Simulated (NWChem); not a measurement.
# ZnHOCl; SMILES [OH][Zn][Cl]

```xyz
4

Zn    -0.2365     0.3234     0.0000
Cl     0.1143    -1.7396     0.0000
O     -0.6878     2.0134     0.0000
H      0.0519     2.6383     0.0000
```
Atoms are numbered in this order, from 1.

Results from NWChem. Pople sets run with spherical d functions. Geometry: optimised at B3LYP/6-31G* (spherical d). GIAO values for the isolated, static molecule; σ is the absolute isotropic shielding, δ = σ(reference) − σ with the isolated reference molecule computed at the same levels (1H: tetramethylsilane, 17O: water).

For level B3LYP/6-31G*:

```
Property      Value
-----------  ------
σ Zn1 (ppm)  1813.7
σ Cl2 (ppm)  1055.7
δ O3 (ppm)      7.6
δ H4 (ppm)     1.31
```

### Question
Estimate the same quantities for level Hartree-Fock/6-31G*.

### Answer
The σ Zn1 (ppm) comes out as 1969.5, the σ Cl2 (ppm) is 1137.0 and the δ O3 (ppm) is -34.8. The δ H4 (ppm) is 0.56.
